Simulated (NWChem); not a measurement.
## Basis-set convergence for CH4OSi

SMILES: O=C[SiH3]
```xyz
7

O      0.7834     1.5334     0.0000
C     -0.2483     0.9031     0.0000
Si    -0.2126    -1.0400     0.0000
H     -1.2391     1.4431     0.0000
H      0.5182    -1.4878     1.2179
H      0.5182    -1.4878    -1.2179
H     -1.5979    -1.5935     0.0000
```
Charge 0, spin multiplicity 1.

Everything below was run with NWChem. All single points use one geometry, from B3LYP/def2-SVP, a minimum by its harmonic frequencies.

Quantity: vertical ionisation energy at the level ΔMP2 (Δ: difference of total energies, the cation a doublet at the parent's geometry with its hole in an orbital of symmetry a' (Cs labels); it is the state that the SCF runs reached, from PBE0 orbitals for Hartree-Fock references, and need not be the lowest).

The correlated methods keep 7 core orbitals frozen. The Pople sets run with spherical d functions. The structure started from a generated list of species. The stability of the SCF solutions was not checked. Open-shell Hartree-Fock references start from PBE0 orbitals; any time given for them includes that run.

Relative cost: rough, from shared machines, SCF included, cc-pVDZ = 1.

| basis | functions | vertical ionisation energy (eV) | relative cost |
|---|---|---|---|
| cc-pVDZ | 66 | 9.77 | 1 |
| def2-SVP | 66 | 9.89 | under 3 |
| pcseg-1 | 66 | 9.94 | under 3 |
| 6-31+G* | 66 | 9.91 | under 3 |
| 6-311G** | 86 | 9.88 | under 3 |
| def2-SVPD | 99 | 10.10 | under 3 |
| aug-cc-pVDZ | 109 | 10.05 | under 3 |
| def2-TZVP | 123 | 10.13 | under 3 |
| cc-pVTZ | 150 | 10.12 | 5 |
| def2-TZVPP | 160 | 10.15 | 4 |

Smallest basis within 0.2 eV of def2-TZVPP, the largest set run: def2-SVPD, with 99 functions against 160 and about 30 % of the time (also within reach: aug-cc-pVDZ, def2-TZVP, cc-pVTZ). def2-TZVPP isn't the basis-set limit itself, and a small set can land close by cancellation.
